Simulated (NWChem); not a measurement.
## C8H18 (SMILES CCC(C)C(C)CC): the vertical ionisation energy from total energies

The species is C8H18 (26 atoms), meant as a singlet with charge 0. SMILES: `CCC(C)C(C)CC`. The shape is that of a PBE0-D4/def2-TZVP optimisation. This is one conformer, not always the lowest.

Both states at this one shape; open shells run unrestricted unless said. 1 Eh = 27.2114 eV.

```
                                                   level  program  singlet C8H18 (Eh)  doublet [C8H18]+ (Eh)
MP2/SBKJC-VDZ (core potential), all electrons correlated   NWChem          -54.863792             -54.484412
                       MP2/MIDI!, 8 core orbitals frozen   NWChem         -312.278683            -311.896730
```

Task: Work out the vertical ionisation energy at each level.

Result: 
1. MP2/SBKJC-VDZ (core potential): -54.484412 − (-54.863792) = 0.379380 Eh = 10.32 eV.
2. MP2/MIDI!: -311.896730 − (-312.278683) = 0.381953 Eh = 10.39 eV.

No measured value is set beside it here; the levels span 10.32 to 10.39 eV.
